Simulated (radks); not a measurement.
Charge is removed step by step from the 3d level of the vanadium ion V2+, starting from [Ar] 3d3. Calculated with a radial shooting solver on a logarithmic mesh with Libxc functionals: non-relativistic Kohn-Sham, BLYP, spin-unpolarised, spherical densities, point nucleus.

| removed (e) | E - E(0) (eV) | eigenvalue (eV) | E minus straight line (eV) |
|---|---|---|---|
| 0 | 0.000 | -21.464 | 0.000 |
| 0.125 | 2.795 | -23.261 | -0.838 |
| 0.25 | 5.817 | -25.108 | -1.448 |
| 0.375 | 9.074 | -27.003 | -1.825 |
| 0.5 | 12.570 | -28.943 | -1.961 |
| 0.625 | 16.312 | -30.929 | -1.853 |
| 0.75 | 20.304 | -32.957 | -1.493 |
| 0.875 | 24.553 | -35.028 | -0.877 |
| 1 | 29.063 | -37.141 | 0.000 |

Removing the whole electron costs 29.063 eV by Delta-SCF, against 21.464 eV from minus the eigenvalue at the starting occupation. Slater's transition state (half an electron removed) gives 28.943 eV. Integrating minus the eigenvalue over the occupation (Janak's theorem) gives 29.063 eV. The mean slope of the eigenvalue, de/dn, is 15.7 eV per electron. Ionisation energy of V2+ in the NIST Atomic Spectra Database: 29.311 eV (measured).

Beside tabulated values, note that spin-unpolarised runs miss the spin-polarisation part of the exchange energy of open shells.
